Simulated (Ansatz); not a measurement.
Reaction (isomerisation): `[SiH3][SiH]1C[SiH2]O1` → `[SiH3][SiH]1CO[SiH2]1`

Calculated with Ansatz (gas phase, PBE0-D4/def2-TZVP geometries, no zero-point term in ΔE). CBS: MP2 limit from def2 TZ/QZ plus the TZ coupled-cluster correction, frozen cores. DFT in def2-TZVPP. B3LYP here is the variant with VWN-RPA as its local correlation; programs differ in this.

```csv
level,ΔE (eV)
B3LYP-D4,2.15
SCS-MP2/def2-TZVPP,2.32
```

What does CCSD(T)/CBS give? (Best estimate.)

Computed: +2.26 eV. The listed levels differ from it by -0.11, 0.06 eV.

Largest T1 diagnostic among the species: 0.014.

From PBE to PBE0 (25 % exact exchange), in def2-TZVPP and without D4, ΔE moves by +0.12 eV.

CCSD(T)/CBS has its own doubt, a few kJ/mol and more with outer-core shells, so smaller differences from it don't rank the levels.
